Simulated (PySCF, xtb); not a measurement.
H2I2OSi, SMILES O[SiH](I)I. One conformer was computed; it need not be the lowest.

Harmonic wavenumbers (cm⁻¹) from GFN2-xTB in xtb 6.7.1 at its own minimum, in rising order: 78, 163, 199, 252, 349, 452, 638, 644, 735, 951, 2479, 3656.

### Question
What does PBE0-D3(BJ)/def2-SVP (PySCF) give at its own minimum? (An estimate is asked for; the answer gives what the named calculation found.)

### Answer
86, 159, 215, 286, 334, 418, 747, 761, 850, 935, 2312, 3914. Paired by order, the mean absolute difference is 74 cm⁻¹ and the zero-point energies are 15.1 and 15.8 kcal/mol.
